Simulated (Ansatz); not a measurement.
An input meant for Al7P8H22⁺, a nanocrystal cut from wurtzite AlP (hydrogen-capped) (charge 1, singlet).

```yaml
crystal:
  periodic: [false, false, false]
  atoms:
    - {symbol: Al, position_ang: [1.178680, -4.188169, -1.023926]}
    - {symbol: P, position_ang: [0.287955, -4.050469, 1.248969]}
    - {symbol: P, position_ang: [0.467717, -1.996530, -1.829281]}
    - {symbol: Al, position_ang: [-1.495862, -0.864158, -1.053251]}
    - {symbol: Al, position_ang: [0.683038, -1.926827, 2.302182]}
    - {symbol: P, position_ang: [-1.076658, -0.621073, 1.327541]}
    - {symbol: P, position_ang: [-1.493277, 1.401703, -1.831706]}
    - {symbol: Al, position_ang: [-3.038559, 3.112605, -1.030304]}
    - {symbol: Al, position_ang: [-1.332277, 1.556117, 2.300000]}
    - {symbol: P, position_ang: [-3.367769, 2.272490, 1.242267]}
    - {symbol: Al, position_ang: [2.593716, -1.027853, -1.403430]}
    - {symbol: P, position_ang: [2.608119, -1.140872, 1.034601]}
    - {symbol: P, position_ang: [2.350093, 1.356141, -1.815293]}
    - {symbol: Al, position_ang: [0.407314, 2.759436, -1.403868]}
    - {symbol: P, position_ang: [0.312851, 2.829562, 1.034004]}
    - {symbol: H, position_ang: [0.641885, -5.433250, -1.852240]}
    - {symbol: H, position_ang: [2.722918, -3.873835, -0.645695]}
    - {symbol: H, position_ang: [-1.100633, -4.345686, 1.411273]}
    - {symbol: H, position_ang: [0.850919, -5.084378, 2.059176]}
    - {symbol: H, position_ang: [0.363961, -2.098807, -3.253553]}
    - {symbol: H, position_ang: [-2.855991, -1.648882, -1.317261]}
    - {symbol: H, position_ang: [0.876155, -1.836581, 3.876623]}
    - {symbol: H, position_ang: [-2.213175, -1.278459, 1.908975]}
    - {symbol: H, position_ang: [-1.631658, 1.361184, -3.256133]}
    - {symbol: H, position_ang: [-4.383875, 3.268232, -1.861174]}
    - {symbol: H, position_ang: [-1.996093, 4.293867, -0.650852]}
    - {symbol: H, position_ang: [-1.160530, 1.680135, 3.874626]}
    - {symbol: H, position_ang: [-4.316359, 1.215970, 1.402610]}
    - {symbol: H, position_ang: [-3.985021, 3.276012, 2.051160]}
    - {symbol: H, position_ang: [3.902000, -1.584944, -2.107540]}
    - {symbol: H, position_ang: [3.766848, -1.862805, 1.453855]}
    - {symbol: H, position_ang: [2.949434, 0.139911, 1.576517]}
    - {symbol: H, position_ang: [2.496512, 1.440953, -3.237176]}
    - {symbol: H, position_ang: [3.550156, 2.048639, -1.453870]}
    - {symbol: H, position_ang: [0.579307, 4.171013, -2.107873]}
    - {symbol: H, position_ang: [1.591702, 2.485100, 1.578398]}
    - {symbol: H, position_ang: [0.266490, 4.194527, 1.451658]}
basis:
  gaussian: {orbitals: def2-TZVP, fitting: {mean_field: def2-universal-jkfit}}
total_charge: 1
hamiltonian: {xc: {name: wB97X-D}, pseudopotentials: {relativity: none}}
scf: {omitted_lower_state_checks: [starts]}
output: {forces: true}
```

```sh
$ ansatz run in.yaml --threads 2 --pin off --events-out ev --progress --plain --max-ram 22528MiB --backend cuda --devices 0, --max-vram 18GiB
```

Shortened log:

```
Error: YAML parse error: error: line 44 column 19: hamiltonian.xc: no functional is named "wB97X-D"; the names, which are not case-sensitive, are SVWN5, SPW92, PBE, PBE0, PBEsol, revPBE, revPBE0, RPBE, rPW86-PBE, HSE06, wPBEh, LC-wPBE, HISS, HF, BLYP, B3LYP, B3LYP5, BHLYP, CAM-B3LYP, r2SCAN, r2SCANh, r2SCAN0, r2SCAN50, m-r2SCAN, B97, wB97, wB97X, wB97X-V, B97M-V, wB97M-V, B2PLYP, B2GP-PLYP, PBE0-DH, PBE-QIDH
42 |   gaussian: {orbitals: def2-TZVP, fitting: {mean_field: def2-universal-jkfit}}
43 | total_charge: 1
44 | hamiltonian: {xc: {name: wB97X-D}, pseudopotentials: {relativity: none}}
45 | scf: {omitted_lower_state_checks: [starts]}
46 | output: {forces: true}
```

Task: What is wrong with this run?

Result: The method's name isn't one that the program takes here. The program refused the input.
